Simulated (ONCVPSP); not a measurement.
## Pseudopotential generation for H: ONCV, PBE, scalar-relativistic.

hydrogen (H), optimised norm-conserving Vanderbilt (ONCV), made with ONCVPSP 4.0.1 (PBE, scalar-relativistic). Core none, reference 1s0.5 (charge +0.5). Waves: 1s: rc 1.40 bohr, ncon 3, nbas 7, qcut 7.8 1/bohr, 2 projectors, debl 2.1 Ha; p scattering state at 0.25 Ha: rc 1.35 bohr, ncon 4, nbas 7, qcut 6.1 1/bohr, 2 projectors, debl 2.1 Ha. Local part: polynomial inside 1.25 bohr (lpopt 5, dvloc0 4 Ha). Core correction: none.

What the tests gave:

- Cutoffs needed: 14 Ha and 20 Ha (the cutoffs (Ha) at which the residual kinetic energy of the hardest occupied pseudo-wave falls to 1 and 0.1 mHa per electron)
- Ghost test: no bound ghost flagged; no localised positive-energy state flagged

Generation and tests took about 1.1 s on one core of a shared server CPU.
